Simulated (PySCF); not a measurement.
From one molecule to another.

First species: C3FNS.
SMILES: `N#CC(F)=C=S`

Second species: C3H5N3S.
SMILES: `CSC1=NNN=C1`

Levels: PBE0/def2-SVPD for dipole moment, HOMO energy, LUMO energy, HOMO–LUMO gap, static isotropic polarisability and electronic spatial extent ⟨r²⟩ about the centre of nuclear charge; TDDFT PBE0/def2-SVPD for lowest singlet excitation; TDA PBE0/def2-SVPD for lowest triplet excitation (Tamm–Dancoff); GFN2-xTB for rotational constant A and rotational constant C. Geometries: GFN2-xTB. Each structure is a single optimised conformer of the isolated species, non-relativistic unless stated; the electronic structure was computed with PySCF and density fitting.

The conformers computed, where there is a choice (atom-mapped SMILES and torsion angles):
- `[CH3:1][S:2][c:3]1[cH:4][n:5][nH:6][n:7]1`: C1–S2–C3–C4 180°

Problem. Which of the two has the higher HOMO energy, and by how much?

Solution. The second: -6.41 eV against -7.51 eV, a difference of 1.10 eV.

Problem. Which of the two has the higher ⟨r²⟩, and by how much?

Solution. The second: 889 bohr² against 768 bohr², a difference of 121 bohr².

Problem. Which has the higher rotational constant C?

Solution. The first: 1.324 GHz against 1.272 GHz, a difference of 0.052 GHz.

Problem. Which of the two has the higher dipole moment, and by how much?

Solution. The first: 3.58 D against 1.54 D, a difference of 2.04 D.

Problem. Which has the higher T1 energy?

Solution. The second: 4.14 eV against 1.32 eV, a difference of 2.82 eV.

Problem. Which of the two has the higher S1 energy, and by how much?

Solution. The second: 5.28 eV against 1.73 eV, a difference of 3.55 eV.

Problem. Which of the two has the higher rotational constant A, and by how much?

Solution. The second: 6.090 GHz against 5.396 GHz, a difference of 0.694 GHz.

Problem. Which of the two has the higher LUMO energy, and by how much?

Solution. The second: -0.28 eV against -4.08 eV, a difference of 3.80 eV.

On the first: The vertical singlet–triplet gap S1 − T1 is 0.41 eV (TDDFT singlet less Tamm–Dancoff triplet; S1: HOMO→LUMO, weight 1.00; T1: HOMO→LUMO, weight 0.99). 1 of the 6 computed singlets lies in the visible range (750 to 380 nm, 1.65 to 3.26 eV), with an oscillator strength of 0.000.

On the second: The polarisability is 11.12 Å³ as a volume (1 au = 0.148185 Å³), or 1.25 au for each of the 60 electrons. The vertical singlet–triplet gap S1 − T1 is 1.14 eV (TDDFT singlet less Tamm–Dancoff triplet; S1: HOMO→LUMO, weight 0.97; T1: HOMO→LUMO, weight 0.90).
